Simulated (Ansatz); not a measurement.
`O[SiH]1OCS1`, relaxed with RKS PBE-D4/def2-SVP in Ansatz from a rough embedded geometry. The force threshold is 0.03 eV/Å; the program also tests the step.

The species carries charge 0 and has multiplicity 1.

Start:

```xyz
9

O    -0.765   -1.600    0.536
Si    0.183   -0.850   -0.518
O    -0.495    0.567   -1.002
C    -0.090    1.373    0.056
S     1.455    0.484    0.454
H    -0.247   -1.993    1.357
H     0.796   -1.691   -1.602
H    -0.845    1.333    0.894
H     0.007    2.378   -0.173
```

```json
{"step": "1", "energy (eV)": "-23886.3774", "largest force (eV/Å)": "3.589", "largest move (Å)": "0.000"}
{"step": "2", "energy (eV)": "-23887.0944", "largest force (eV/Å)": "1.229", "largest move (Å)": "0.186"}
{"step": "3", "energy (eV)": "-23887.1928", "largest force (eV/Å)": "0.813", "largest move (Å)": "0.181"}
{"step": "4", "energy (eV)": "-23887.2708", "largest force (eV/Å)": "0.452", "largest move (Å)": "0.200"}
{"step": "5", "energy (eV)": "-23887.2817", "largest force (eV/Å)": "0.921", "largest move (Å)": "0.200"}
{"step": "6 (rejected)", "energy (eV)": "-23887.2039", "largest force (eV/Å)": "3.008", "largest move (Å)": "0.195"}
{"step": "7", "energy (eV)": "-23887.3746", "largest force (eV/Å)": "0.419", "largest move (Å)": "0.097"}
{"step": "8", "energy (eV)": "-23887.4062", "largest force (eV/Å)": "0.238", "largest move (Å)": "0.100"}
{"step": "9", "energy (eV)": "-23887.4146", "largest force (eV/Å)": "0.038", "largest move (Å)": "0.088"}
{"step": "10", "energy (eV)": "-23887.4154", "largest force (eV/Å)": "0.017", "largest move (Å)": "0.025"}
```

End:

```xyz
9

O    -0.320   -2.206    0.370
Si    0.251   -0.861   -0.421
O    -0.847    0.428   -0.606
C    -0.117    1.439    0.073
S     1.430    0.558    0.690
H    -0.645   -2.049    1.276
H     0.758   -1.423   -1.705
H    -0.685    1.852    0.935
H     0.175    2.262   -0.613
```

Hardware: 4 threads of a server CPU on a shared host. Wall time 18 s, peak host memory 0.17 GiB.
